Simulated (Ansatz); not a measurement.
Relaxation of C2H6GeOS (11 atoms, charge 0, multiplicity 1), to a largest force component of 0.02 eV/Å in at most 50 steps.

The calculation used RKS PBE0-D4/def2-SVP (Ansatz).

```xyz
11
Properties=species:S:1:pos:R:3:forces:R:3
O -0.710 1.936 0.662 -2.76 0.71 -0.65
Ge 0.450 0.677 0.446 1.45 -1.52 -0.37
C -0.320 -1.061 0.808 2.74 -1.82 1.84
S -0.260 -1.723 -0.881 -0.35 0.19 0.64
C 0.381 -0.115 -1.331 0.63 0.80 -0.99
H -1.583 1.639 0.232 1.96 0.80 1.04
H 1.897 0.957 1.016 -0.86 0.25 -0.12
H -1.270 -0.966 1.241 -1.93 -0.26 0.90
H 0.396 -1.641 1.508 -1.33 0.50 -0.72
H -0.299 0.461 -1.957 0.07 0.12 -0.70
H 1.384 -0.222 -1.724 0.38 0.24 -0.87
```

Q: Where does it end, and by what steps?

A: The run converged. The force dipped under the threshold on the way, but the program's further checks kept it going. After 17 steps the energy has fallen by 0.737 eV; S4 moved furthest, 0.49 Å.

```json
{"step": "0", "energy less start (eV)": "0.0000", "largest force component (eV/Å)": "2.757", "accepted": "yes"}
{"step": "1", "energy less start (eV)": "-0.6030", "largest force component (eV/Å)": "1.135", "accepted": "yes"}
{"step": "2", "energy less start (eV)": "-0.7119", "largest force component (eV/Å)": "0.374", "accepted": "yes"}
{"step": "3", "energy less start (eV)": "-0.7167", "largest force component (eV/Å)": "0.324", "accepted": "yes"}
{"step": "4", "energy less start (eV)": "-0.7262", "largest force component (eV/Å)": "0.034", "accepted": "yes"}
{"step": "5", "energy less start (eV)": "-0.7264", "largest force component (eV/Å)": "0.052", "accepted": "yes"}
{"step": "6", "energy less start (eV)": "-0.7269", "largest force component (eV/Å)": "0.033", "accepted": "yes"}
{"step": "7", "energy less start (eV)": "-0.7275", "largest force component (eV/Å)": "0.038", "accepted": "yes"}
{"step": "8", "energy less start (eV)": "-0.7265", "largest force component (eV/Å)": "0.205", "accepted": "no"}
{"step": "9", "energy less start (eV)": "-0.7261", "largest force component (eV/Å)": "0.133", "accepted": "no"}
{"step": "10", "energy less start (eV)": "-0.7285", "largest force component (eV/Å)": "0.011", "accepted": "yes"}
{"step": "11", "energy less start (eV)": "-0.7304", "largest force component (eV/Å)": "0.071", "accepted": "yes"}
{"step": "12", "energy less start (eV)": "-0.7292", "largest force component (eV/Å)": "0.314", "accepted": "no"}
{"step": "13", "energy less start (eV)": "-0.7326", "largest force component (eV/Å)": "0.039", "accepted": "yes"}
{"step": "14", "energy less start (eV)": "-0.7345", "largest force component (eV/Å)": "0.043", "accepted": "yes"}
{"step": "15", "energy less start (eV)": "-0.7353", "largest force component (eV/Å)": "0.157", "accepted": "yes"}
{"step": "16", "energy less start (eV)": "-0.7298", "largest force component (eV/Å)": "0.310", "accepted": "no"}
{"step": "17", "energy less start (eV)": "-0.7367", "largest force component (eV/Å)": "0.020", "accepted": "yes"}
```

```xyz
11
Properties=species:S:1:pos:R:3
O -0.571 2.071 0.747
Ge 0.408 0.625 0.408
C -0.317 -1.144 0.893
S 0.199 -1.810 -0.742
C 0.405 -0.113 -1.420
H -1.479 2.006 0.435
H 1.785 0.963 0.988
H -1.410 -1.176 1.028
H 0.165 -1.668 1.731
H -0.452 0.192 -2.042
H 1.331 -0.004 -2.004
```

Whether the end is a true minimum wasn't checked by a vibrational analysis.

The run took 72 s on 2 threads of Intel(R) Xeon(R) Platinum 8488C (Sapphire Rapids), on a shared host, peak memory 0.34 GiB.
